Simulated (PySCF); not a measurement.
# Correlation energy of Te⁺ (tellurium, charge +1)

[Kr] 4d10 5s2 5p3, high-spin 4S determinant. Calculation: PySCF 2.14, in cc-pVTZ-PP with ECP28MDF (5s4p3d1f, 39 functions); scalar relativity through the core potential. Frozen: 4s2 4p6 4d10; 5 electrons correlated.

MP2 pair energies summed by pair of shells (mhartree):

```tsv
pair	energy	share (%)
5s-5p	-41.84	66.4
5p-5p	-13.80	21.9
5s-5s	-7.36	11.7
```

Total MP2 correlation energy: -63.01 mhartree.

Same-spin part -16.65 and opposite-spin part -46.36 mhartree; SCS-MP2 scales them by 1/3 and 6/5 to -61.18 mhartree.

```tsv
level	correlation energy (mhartree)
CCSD	-75.87
(T)	-2.23
CCSD(T)	-78.10
```

Diagnostics: T1 = 0.0024, D1 = 0.0056, largest double amplitude 0.054.

Cost of the coupled-cluster step: 0.35 s of wall time on 1 thread of Neoverse-V1 (shared host), for 5 correlated electrons.

Iterations:

```
CC2 = 0
CCSD nocc = (np.int64(4), np.int64(1)), nmo = (30, 30)
frozen orbitals [[0, 1, 2, 3, 4, 5, 6, 7, 8], [0, 1, 2, 3, 4, 5, 6, 7, 8]]
max_cycle = 100
direct = 0
conv_tol = 1e-08
conv_tol_normt = 1e-06
diis_space = 8
diis_start_cycle = 0
Init t2, MP2 energy = -0.0630089497889104
Init E_corr(UCCSD) = -0.0630089497890043
cycle = 1  E_corr(UCCSD) = -0.0732735507369041  dE = -0.0102646009  norm(t1,t2) = 0.0347217
cycle = 2  E_corr(UCCSD) = -0.0752002717563723  dE = -0.00192672102  norm(t1,t2) = 0.00918839
cycle = 3  E_corr(UCCSD) = -0.0758822992045389  dE = -0.000682027448  norm(t1,t2) = 0.00310625
cycle = 4  E_corr(UCCSD) = -0.0758697690181066  dE = 1.25301864e-05  norm(t1,t2) = 0.000403451
cycle = 5  E_corr(UCCSD) = -0.075869523861955  dE = 2.45156152e-07  norm(t1,t2) = 4.41472e-05
cycle = 6  E_corr(UCCSD) = -0.0758693777980575  dE = 1.46063898e-07  norm(t1,t2) = 6.5443e-06
cycle = 7  E_corr(UCCSD) = -0.0758694548726181  dE = -7.70745606e-08  norm(t1,t2) = 1.62661e-06
cycle = 8  E_corr(UCCSD) = -0.0758694260555094  dE = 2.88171086e-08  norm(t1,t2) = 1.59547e-07
cycle = 9  E_corr(UCCSD) = -0.0758694289758115  dE = -2.92030206e-09  norm(t1,t2) = 3.02399e-08
UCCSD converged
E(UCCSD) = -266.7971319320936  E_corr = -0.0758694289758115
UCCSD(T) correction = -0.00222567958455734
```
